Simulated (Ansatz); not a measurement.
C7H20N2Si2 (`C[Si](C)(C)/N=C/N[Si](C)(C)C`), charge 0, multiplicity 1.

Question: Give a relaxed structure at PBE0-D4/def2-TZVP (the Gaussian-basis code of Ansatz). (Estimate.)

Answer: Computed: 
```xyz
31

C     1.966   -2.537    1.750
Si    1.887   -0.764    1.132
C     3.283   -0.463   -0.077
C     2.041    0.409    2.581
N     0.405   -0.409    0.323
C    -0.564   -1.203    0.126
N    -1.696   -0.827   -0.527
Si   -1.953    0.798   -1.173
C    -3.657    0.700   -1.943
C    -0.672    1.187   -2.470
C    -1.929    2.052    0.205
H     1.168   -2.752    2.466
H     1.886   -3.256    0.929
H     2.918   -2.723    2.255
H     4.259   -0.612    0.394
H     3.246    0.561   -0.459
H     3.213   -1.141   -0.931
H     1.235    0.247    3.302
H     1.983    1.447    2.243
H     2.993    0.276    3.103
H    -0.576   -2.254    0.460
H    -2.400   -1.541   -0.625
H    -3.696   -0.047   -2.740
H    -4.420    0.449   -1.201
H    -3.931    1.663   -2.382
H     0.325    1.167   -2.027
H    -0.843    2.180   -2.896
H    -0.703    0.460   -3.284
H    -2.116    3.058   -0.184
H    -2.696    1.831    0.952
H    -0.956    2.046    0.698
```
Point group Cs.
This is one stationary point; other conformers may exist.
